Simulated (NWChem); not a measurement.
# BHCl, doublet; SMILES [BH]Cl

```xyz
3

B      0.1314     1.2354     0.0000
Cl     0.0101    -0.4791     0.0000
H     -0.8283     1.9674     0.0000
```
Atoms are numbered in this order, from 1.

In the optimisation the excess spin sits in a' (Cs, its own frame). The geometry was optimised at PBE0/def2-SVP, spin-unrestricted. No stability test was run on the SCF state.

Symmetry labels are those of Cs in the frame above (b1 and b2, or b-type labels, depend on it).

Q: List the 4 lowest vertical excitations from BHandHLYP/6-31+G* (spherical d), spin-unrestricted, TDA (NWChem).

A: 
```json
[
 {"state": "state 1", "energy (eV)": "1.91", "oscillator strength": "0.007", "symmetry of the excitation": "a\"", "<S²>": "0.79"},
 {"state": "state 2", "energy (eV)": "5.76", "oscillator strength": "0.016", "symmetry of the excitation": "a'", "<S²>": "0.80"},
 {"state": "state 3", "energy (eV)": "6.05", "oscillator strength": "0.037", "symmetry of the excitation": "a'", "<S²>": "0.80"},
 {"state": "state 4", "energy (eV)": "6.55", "oscillator strength": "0.002", "symmetry of the excitation": "a\"", "<S²>": "2.42"}
]
```
